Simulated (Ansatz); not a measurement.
Total energies of the cluster BeCl₂⁻ from Ansatz at CCSD(T)/def2-TZVPPD, gas phase (1 Eh = 27.2114 eV = 2625.5 kJ/mol). The reference geometry is relaxed at PBE-D4/def2-TZVPD.

```xyz
3

Be    0.509   -0.157   -0.322
Cl    0.465   -0.504    1.584
Cl   -0.975    0.661   -1.262
```

```json
{"state": "charge -1 doublet", "geometry": "reference", "energy (Eh)": "-934.32403"}
{"state": "charge 0 singlet", "geometry": "reference", "energy (Eh)": "-934.27945"}
{"state": "charge -1 quartet", "geometry": "relaxed at PBE-D4/def2-TZVPD", "energy (Eh)": "-934.11642"}
```

Correlated methods freeze 10 core orbitals.

Problem. Work out the vertical ionisation energy to the singlet.

Solution. E(charge 0 singlet) − E(charge -1 doublet) = -934.27945 − (-934.32403) = 0.04458 Eh = 1.21 eV.

Problem. Which of the charge -1 states is lowest, and how far above it are the others?

Solution. The doublet. quartet: -934.11642 − (-934.32403) = 0.20761 Eh = 545.1 kJ/mol.

At CCSD(T)/def2-TZVPPD the highest occupied level of the charge -1 quartet lies above zero (up to 0.13 eV). It is a level of α spin, whose loss leaves a triplet; that state wasn't run at this geometry and level. The electron is either unbound and held by the finite basis, or the level is raised by self-interaction error. 

The structure comes from a short search, and lower isomers may exist.
